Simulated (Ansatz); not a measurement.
Reaction (cleavage of the Si–Si bond): `O[Si](O)(F)[SiH2]Cl` + `[SiH3]N[SiH2]Cl` → `[SiH3]N([SiH2]Cl)[SiH2]Cl` + `O[SiH](O)F`

Gas-phase electronic energies from Ansatz, PBE0-D4/def2-TZVP geometries. CCSD(T)/CBS adds triple-zeta CCSD(T) − MP2 to the extrapolated MP2 energy (def2 sets, frozen cores). This one scheme is used for every species. Functionals use def2-TZVPP. B3LYP here is the variant with VWN-RPA as its local correlation; programs differ in this. One conformer a species, not always the lowest.

(1) Is it downhill or uphill in electronic energy at CCSD(T)/CBS, and by how much? (Best estimate.)

(2) What do these levels give: PBE-D4, PBE0-D4, B3LYP-D4, ωB97X-V, PBE, PBE0, MP2/def2-TZVPP, CCSD/def2-TZVPP, CCSD(T)/def2-TZVPP, MP2/def2-QZVPP, HF/CBS(def2), MP2/CBS(def2)? (An estimate is asked.)

Largest T1 diagnostic among the species: 0.012.

Results:

(1) Computed: Downhill: ΔE = -78.4 kJ/mol.

(2) Computed: PBE-D4 -53.7, PBE0-D4 -62.3, B3LYP-D4 -68.1, ωB97X-V -70.0, PBE -46.6, PBE0 -56.2, MP2/def2-TZVPP -89.5, CCSD/def2-TZVPP -77.6, CCSD(T)/def2-TZVPP -78.7, MP2/def2-QZVPP -89.7, HF/CBS(def2) -74.6, MP2/CBS(def2) -89.2 kJ/mol.

The D4 term adds −11.6 kJ/mol with B3LYP and −6.1 kJ/mol with PBE0; it sums over pairs of atoms, weighted by their polarisabilities, and B3LYP, whose exchange is more repulsive, gets the larger term. From PBE to PBE0 (25 % exact exchange), in def2-TZVPP and without D4, ΔE moves by −9.6 kJ/mol. In def2-TZVPP, CCSD(T) changes the Hartree–Fock value by −5.6 kJ/mol (the triples alone add −1.1 kJ/mol) and MP2 by −16.4 kJ/mol.
